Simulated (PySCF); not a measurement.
Identify the unknown among the candidates.

All candidates are C5H7ClO3Si.

| technique | computed result |
| --- | --- |
| NMR, other nuclei | isotropic shieldings of nuclei other than C and H, by class: -161 (1 O), -128 (1 O), 33 (1 O), 403 (1 Si), 712 (1 Cl) ppm [GIAO PBE0/pcSseg-1] |
| Dipole | 3.39 D [PBE0/pcSseg-1] |
| 1H NMR | chemical shifts (computed TMS as zero) by class: 8.23 (1 H), 8.22 (1 H), 4.55 (2 H), 0.39 (3 H) ppm [GIAO PBE0/pcSseg-1] |
| Rotational structure | rotational constants A, B, C: 2.323, 0.465, 0.412 GHz [GFN2-xTB] |
| 13C NMR | chemical shifts (computed TMS as zero) by class: 160.9 (1 C), 158.8 (1 C), 155.1 (1 C), 147.3 (1 C), -8.4 (1 C) ppm [GIAO PBE0/pcSseg-1] |

Electronic properties: PySCF, gas phase, density fitting. Levels stand in brackets. The structure is a single GFN2-xTB conformer in the gas phase; no vibrational or solvent corrections. Each NMR value is the plain mean over a class of atoms that symmetry, rotation or inversion makes alike.

Question: Which candidate is it?
A. `C[SiH2]/C=C(\Cl)C(=O)OC=O`
B. `CO/C=C(\Cl)[C@H]1OC(=O)[SiH2]1`
C. `O=C1OC=C([SiH2]CCl)CO1`
D. `CO/C=C(/Cl)[C@H]1OC(=O)[SiH2]1`
E. `C=C(C)[C@@H]1O[Si@@H](Cl)OC1=O`

Answer: A. It is `C[SiH2]/C=C(\Cl)C(=O)OC=O`. Numbering: `[CH3:1][SiH2:2]/[CH:3]=[C:4](\[Cl:5])[C:6](=[O:7])[O:8][CH:9]=[O:10]`. Its formula, C5H7ClO3Si, gives 3 degrees of unsaturation: 0 rings and 3 π bonds in the structure found. 5 carbons fall into 5 classes; from least to most shielded: anhydride carbonyl carbon [C6] (160.9 ppm), anhydride carbonyl carbon [C9] (158.8 ppm), alkene CH carbon [C3] (155.1 ppm), vinylic C–Cl carbon [C4] (147.3 ppm), Si-methyl carbon [C1] (-8.4 ppm). Hydrogen classes from least to most shielded: 1 H on an anhydride carbonyl carbon, C9 (8.23 ppm), 1 H on an alkene CH carbon, C3 (8.22 ppm), 2 H on an SiH2 silicon, Si2 (4.55 ppm), 3 H on an Si-methyl carbon, C1 (0.39 ppm, a mean of values up to 0.6 ppm apart in this geometry). The other shieldings belong to: -161 ppm, anhydride carbonyl oxygen [O10]; -128 ppm, anhydride carbonyl oxygen [O7]; 33 ppm, anhydride bridging oxygen [O8]; 403 ppm, SiH2 silicon [Si2]; 712 ppm, vinyl chlorine [Cl5]. The optimised geometry has point group C1 and is an asymmetric top.

The others, at the same levels:
- `CO/C=C(/Cl)[C@H]1OC(=O)[SiH2]1` fails: its computed 13C shifts are 182.2 (1 C), 154.1 (1 C), 127.3 (1 C), 69.9 (1 C), 59.4 (1 C) ppm, 1H shifts are 6.59 (1 H), 5.35 (1 H), 5.25 (1 H), 4.28 (1 H), 3.93 (3 H) ppm and rotational constant A is 1.350 GHz (against 2.323 GHz).
- `C=C(C)[C@@H]1O[Si@@H](Cl)OC1=O` fails: its computed 13C shifts are 174.0 (1 C), 152.1 (1 C), 115.0 (1 C), 81.0 (1 C), 23.7 (1 C) ppm, 1H shifts are 5.51 (1 H), 5.37 (1 H), 5.25 (1 H), 4.76 (1 H), 2.25 (3 H) ppm and rotational constant A is 2.162 GHz (against 2.323 GHz).
- `O=C1OC=C([SiH2]CCl)CO1` fails: its computed 13C shifts are 155.8 (1 C), 148.7 (1 C), 110.6 (1 C), 73.0 (1 C), 33.6 (1 C) ppm, 1H shifts are 6.70 (1 H), 5.35 (2 H), 4.53 (2 H), 3.07 (2 H) ppm and rotational constant A is 2.120 GHz (against 2.323 GHz).
- `CO/C=C(\Cl)[C@H]1OC(=O)[SiH2]1` fails: its computed 13C shifts are 180.6 (1 C), 149.6 (1 C), 117.2 (1 C), 70.1 (1 C), 60.9 (1 C) ppm, 1H shifts are 6.69 (1 H), 5.38 (1 H), 5.02 (1 H), 4.83 (1 H), 3.92 (3 H) ppm and rotational constant A is 1.378 GHz (against 2.323 GHz).

Each candidate is one conformer, not necessarily the lowest. The conformers computed, where there is a choice (atom-mapped SMILES and torsion angles):
- `[CH3:1][SiH2:2]/[CH:3]=[C:4](\[Cl:5])[C:6](=[O:7])[O:8][CH:9]=[O:10]`: C1–Si2–C3–C4 74°, C3–C4–C6–O7 3°, C4–C6–O8–C9 179°, C6–O8–C9–O10 0°
- `[CH3:1][O:2]/[CH:3]=[C:4](/[Cl:5])[C@H:6]1[O:7][C:8](=[O:9])[SiH2:10]1`: C1–O2–C3–C4 176°, C3–C4–C6–O7 -62°
- `[CH2:1]=[C:2]([CH3:3])[C@@H:4]1[O:5][Si@@H:6]([Cl:7])[O:8][C:9]1=[O:10]`: C1–C2–C4–O5 19°
- `[O:1]=[C:2]1[O:3][CH:4]=[C:5]([SiH2:6][CH2:7][Cl:8])[CH2:9][O:10]1`: C4–C5–Si6–C7 116°, C5–Si6–C7–Cl8 64°
- `[CH3:1][O:2]/[CH:3]=[C:4](\[Cl:5])[C@H:6]1[O:7][C:8](=[O:9])[SiH2:10]1`: C1–O2–C3–C4 -175°, C3–C4–C6–O7 4°
